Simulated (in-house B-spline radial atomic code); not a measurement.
PBEsol excitations of neutral magnesium

Method: PBEsol. Computed with a B-spline radial code for spherical atoms: linear response of the closed shell [Ne] 3s2 with the functional's adiabatic kernel; non-relativistic, point nucleus, no spin-orbit coupling, no double excitations, S, P, D and F terms only.

Command:
```bash
python run_td.py task.json out
```
Settings (radii: box in bohr, nucleus in fm):
```
Z                        12
electrons                12
configuration            [Ne] 3s2
hamiltonian              nr
method                   pbesol
box_radius               75
intervals                56
```

Run time, properties included: 0.4 s on 1 thread of Arm Neoverse N1, on a shared host.

The lowest states, in the order of their Tamm-Dancoff energies; the method's threshold (minus the highest occupied level) is 4.673 eV. Labels give the largest channel, * marks a mixed state, and oscillator strengths are full-response dipole values. Measured ¹D terms are left out, since they can mix with doubly excited terms. Semilocal kernels can invert the small singlet-triplet splittings of Rydberg terms. Energies in eV:

```tsv
state	full response	Tamm-Dancoff	oscillator strength	measured (J-weighted term)
3s → 3p 3P	?	?	-	?
3s → 3p 1P	4.155	4.296	1.5	4.346
3s → 4s 3S	?	?	-	?
```

Problem. Where does 3s → 4s 3S lie?

Solution. At 4.507 eV in full response, 4.512 eV in Tamm-Dancoff; measured 5.108 eV.

Problem. Where does 3s → 3p 3P lie?

Solution. At 2.362 eV in full response, 2.535 eV in Tamm-Dancoff; measured 2.714 eV.

Problem. How large is the singlet-triplet splitting of 3s → 3p (P terms) in Tamm-Dancoff?

Solution. 1.76 eV, from the unrounded values.

Problem. What polarisabilities and dispersion coefficient does the method give?

Solution. Dipole 73.98 bohr³, quadrupole 906.6 bohr⁵, C6 658.7 hartree·bohr⁶ for two such species. Recommended dipole value: 71.2 ± 0.4 bohr³ (Schwerdtfeger and Nagle, table of static dipole polarizabilities (2023 update)), which includes relativity and correlation.
